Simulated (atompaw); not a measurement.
What one change does to a pseudopotential (lead (Pb), PAW (atompaw))

- Element: lead
- Generator: atompaw 4.2.0.5
- Type: PAW
- Functional: LDA (PW92)
- Relativity: scalar-relativistic
- Frozen core: [Xe] 4f14 5d10
- Valence charge: 4
- Reference configuration: 6s2 6p2
- Partial waves: 6s (bound); 6s channel at -0.1 Ry; 6p (bound); 6p channel at 0.8 Ry; 6d channel at 0.1 Ry; 6d channel at 2.4 Ry
- Local potential: troulliermartins scheme with l = 3 at -0.5 Ry, radius 2.30 bohr
- Core correction: smooth core density matched at 1.55 bohr
- Augmentation charge: besselshape compensation charge, radius 2.30 bohr; PAW radius 2.70 bohr; waves and projectors: bloechl

Change: all radii scaled by about 1.10 (s 2.96, p 2.96, d 2.26 bohr); local potential troulliermartins scheme with l = 3 at -0.5 Ry, radius 2.52 bohr; augmentation besselshape compensation charge, radius 2.52 bohr; PAW radius 2.96 bohr; waves and projectors: bloechl; core correction smooth core density matched at 1.70 bohr.

Cutoffs: the cutoffs (Ry, on a coarse ladder) from which the occupation-weighted sum of valence levels, in a spherical-Bessel basis at the reference potential, stays within 10 and 1 mRy of its value at 400 Ry; they do not see the model core or the augmentation charge, which bear on the density cutoff.

Q: What does the change do?

A: The potential gets softer (15 Ry and 35 Ry → 15 Ry and 30 Ry); the bound ghosts move from d, p, s to d. A larger radius leaves more room for a smooth pseudo-wave, so fewer plane waves are needed.

```csv
quantity,base,changed
"cutoff, loose",15 Ry,15 Ry
"cutoff, tight",35 Ry,30 Ry
bound ghosts,"s, d, p",d
lowest overlap eigenvalue by channel,"s 0.00, p 0.01, d 0.45","s 0.22, p 0.02, d 0.41"
```

 A true bound ghost makes a file unfit for plane-wave use even where its test errors are small: the radial tests pick states by their node count and pass the ghost by. The cutoffs see the waves, projectors and local potential, not the compensation charge or the core.
